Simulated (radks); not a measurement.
Removal energies from the gold ion Au7+, [Xe] 4f14 5d4, by Delta-SCF beside the eigenvalue of the level emptied. Calculated with a radial shooting solver on a logarithmic mesh with Libxc functionals: scalar-relativistic Kohn-Sham, BLYP, spin-polarised, spherical densities, finite nucleus; Fermi nuclear charge, rms radius of each element as measured or else 0.836 A^(1/3) + 0.57 fm. Open shells are filled with parallel spins first.

| removed from | final configuration | Delta-SCF (eV) | -eigenvalue (eV) |
|---|---|---|---|
| 5d | [Xe] 4f14 5d3 | 113.03 | 104.49 |
| 5p | [Kr] 4d10 4f14 5s2 5p5 5d4 | 170.72 | 161.03 |
| 4f | [Xe] 4f13 5d4 | 205.25 | 188.85 |
| 5s | [Kr] 4d10 4f14 5s1 5p6 5d4 | 222.66 | 212.05 |
